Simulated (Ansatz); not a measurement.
`[OH][Hf]([OH])([OH])[F]`. The species carries charge 0 and has multiplicity 1. Hf: def2 effective core potential. Geometry: relaxed with PBE0-D4/def2-TZVP. It is one conformer, not always the lowest.

```xyz
8

O    -0.130    1.594    0.911
Hf   -0.350   -0.020   -0.112
O     0.784    0.007   -1.665
O     0.028   -1.563    0.972
F    -2.179   -0.123   -0.697
H     0.163    2.456    1.183
H     1.434   -0.245   -2.311
H     0.249   -2.107    1.720
```

**Question.** What is the dipole moment at PBE/def2-TZVPP? (Best estimate.)

**Answer.** Ansatz gave: 2.97 D, with components (2.83, 0.16, 0.90) D in this frame, pointing from negative to positive charge.

**Question.** And with r2SCAN, B3LYP, ωB97M-V? (An estimate is asked.)

**Answer.** Ansatz gave: r2SCAN 3.03 D, B3LYP 3.06 D, ωB97M-V 3.05 D.

**Question.** Give the Mulliken charges with PBE, r2SCAN, ωB97M-V in def2-TZVPP. (Best estimate.)

**Answer.** Ansatz gave: 
```csv
atom,PBE,r2SCAN,ωB97M-V
O1,-0.41,-0.49,-0.43
Hf2,1.03,1.29,1.20
O3,-0.41,-0.49,-0.43
O4,-0.41,-0.49,-0.43
F5,-0.34,-0.39,-0.37
H6,0.18,0.19,0.16
H7,0.18,0.19,0.16
H8,0.18,0.19,0.16
```

B3LYP here is the variant with VWN-RPA as its local correlation; programs differ in this.
